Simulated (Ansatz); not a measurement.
The same hydrogenolysis along the group F, Cl, Br.

Computed with Ansatz on PBE0-D4/def2-TZVP structures; ΔE is electronic, products minus reactants. CCSD(T)/CBS adds triple-zeta CCSD(T) − MP2 to the extrapolated MP2 energy (def2 sets, frozen cores). This one scheme is used for every species. For Br, Ga outer-core shells are correlated without core-valence functions, which leaves a few kJ/mol of doubt a bond. Scalar relativity is left out up to krypton. Each species was taken in one conformer, which may not be the lowest.

Question: Order these by ΔE at CCSD(T)/CBS, lowest first. (Best estimate.)
A. `[OH][Ga]([Br])[O][SiH3]` + H₂ → `[OH][GaH][O][SiH3]` + HBr
B. `[OH][Ga]([Cl])[O][SiH3]` + H₂ → `[OH][GaH][O][SiH3]` + HCl
C. `[OH][Ga]([F])[O][SiH3]` + H₂ → `[OH][GaH][O][SiH3]` + H–F

Answer: C (+46.5 kJ/mol), B (+85.7 kJ/mol), A (+98.5 kJ/mol).

Largest T1 diagnostic: 0.014, for `[OH][GaH][O][SiH3]`.
